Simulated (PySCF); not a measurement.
## Electric field gradients and quadrupole coupling constants

Compound: C7H10NS (charge +1).
Z-matrix (Å and degrees, GFN2-xTB geometry), rows numbered from 1:
```
C 
S   1  1.8106
C   2  1.7461  1  104.34
C   3  1.3956  2  125.25  1    -1.60
C   4  1.3813  3  120.51  2   179.99
C   5  1.3876  4  121.07  3    -0.00
C   6  1.3854  5  117.97  4    -0.01
N   7  1.4879  6  119.16  5   179.80
C   7  1.3760  6  122.18  5    -0.00
H   1  1.0857  2  110.16  3    62.93
H   1  1.0857  2  110.03  3   -60.85
H   1  1.0860  2  105.35  3  -178.94
H   4  1.0767  3  120.47  2    -0.07
H   5  1.0780  4  119.56  3  -179.98
H   6  1.0778  5  120.63  4  -179.97
H   8  1.0291  7  110.55  6    53.26
H   8  1.0292  7  109.34  6   173.55
H   8  1.0296  7  110.61  6   -66.51
H   9  1.0793  3  118.69  2    -0.06
```

Field gradients from the PBE0/pcSseg-1 density (PySCF, non-relativistic), principal values in atomic units, ordered |Vxx| ≤ |Vyy| ≤ |Vzz|:

| atom | Vxx | Vyy | Vzz |
| --- | --- | --- | --- |
| S2 | 0.2326 | 2.3953 | -2.6279 |
| N8 | -0.0076 | -0.0091 | 0.0167 |

Problem. Find the asymmetry η = (Vxx − Vyy)/Vzz and the couplings χ = eQV/h (234.96 MHz × Q in barn × V in au), with Q(33S) = −0.0678 b, Q(14N) = 0.02044 b.

Solution. 
```
atom        environment  nucleus     η  χzz (MHz)  χxx (MHz)  χyy (MHz)
  S2     sulfide sulfur      33S  0.82      41.86      -3.70     -38.16
  N8  ammonium nitrogen      14N  0.09      0.080     -0.036     -0.044
```

Problem. What is Vzz at S2 in SI units (1 au = 9.71736 × 10²¹ V/m²)?

Solution. -2.6279 au = -25.536 × 10²¹ V/m².

Problem. What couplings would deuterons (Q(2H) = 0.00286 b) have in place of the hydrogens, at this geometry?

Solution. 
| atom | bonded to | bond length (Å) | Vzz (au) | η | χzz (kHz) |
| --- | --- | --- | --- | --- | --- |
| H10 | C1 | 1.086 | 0.3107 | 0.03 | 209 |
| H11 | C1 | 1.086 | 0.3106 | 0.03 | 209 |
| H12 | C1 | 1.086 | 0.3100 | 0.06 | 208 |
| H13 | C4 | 1.077 | 0.3256 | 0.08 | 219 |
| H14 | C5 | 1.078 | 0.3224 | 0.06 | 217 |
| H15 | C6 | 1.078 | 0.3273 | 0.11 | 220 |
| H16 | N8 | 1.029 | 0.3253 | 0.01 | 219 |
| H17 | N8 | 1.029 | 0.3245 | 0.01 | 218 |
| H18 | N8 | 1.030 | 0.3242 | 0.01 | 218 |
| H19 | C9 | 1.079 | 0.3214 | 0.13 | 216 |

The structure is a single GFN2-xTB conformer in the gas phase; no vibrational or solvent corrections. GFN2-xTB bond lengths can be off by several hundredths of an ångström, more for odd bonds, and the gradients follow them. With a basis this small, the couplings can be 20 % off.
